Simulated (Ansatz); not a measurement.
Reaction: TlCl (SMILES [Cl][Tl]) → TlCl+ (parent SMILES [Cl][Tl], doublet) + e-
Each species at its own B3LYP-D3(BJ)/def2-TZVP minimum (Ansatz, a first-principles code).

Total energies in hartree (Ansatz). Radicals and triplets start from unrestricted determinants; spin-orbit coupling is neglected. Cores are frozen in correlated methods (noble-gas shells, and filled d and f shells in the p block). Past Kr the def2 sets carry scalar-relativistic core potentials. Spin-orbit terms, left out, reach several kcal/mol for Br and I, and more for heavier atoms. The UHF reference of ClTl+ (parent SMILES [Cl][Tl], doublet) is spin-contaminated (<S^2> up to 0.04 over the pure value in the sets run). The spin of ClTl+ (parent SMILES [Cl][Tl], doublet) was assumed, and the state is the lowest solution found for it.

| species | HF/def2-TZVPP | CCSD(T)/def2-TZVPP | HF/def2-QZVPP | CCSD(T)/def2-QZVPP | CCSDT(Q)/def2-QZVPP |
|---|---|---|---|---|---|
| 1: TlCl (SMILES [Cl][Tl]) | -631.10830 | -631.37025 | -631.12206 | -631.40782 | -631.40899 |
| 2: TlCl+ (parent SMILES [Cl][Tl], doublet) | -630.79318 | -631.02123 | -630.80703 | -631.05428 | -631.05574 |

Work out the adiabatic ionisation energy (electronic) in eV: take Hartree-Fock from def2-QZVPP, extrapolate the CCSD(T) correlation energy as X^-3 (X = 3, 4), and add CCSDT(Q) - CCSD(T) in def2-QZVPP. 1 hartree = 27.211 eV.


Species 1: correlation (64·(-0.28576) - 27·(-0.26195))/37 = -0.30313; step -0.00117; E1 = -631.12206 + (-0.30313) + (-0.00117) = -631.42636
Species 2: correlation (64·(-0.24725) - 27·(-0.22805))/37 = -0.26126; step -0.00146; E2 = -630.80703 + (-0.26126) + (-0.00146) = -631.06975
-1·E1 +1·E2 = 0.35661 hartree = 9.70 eV.
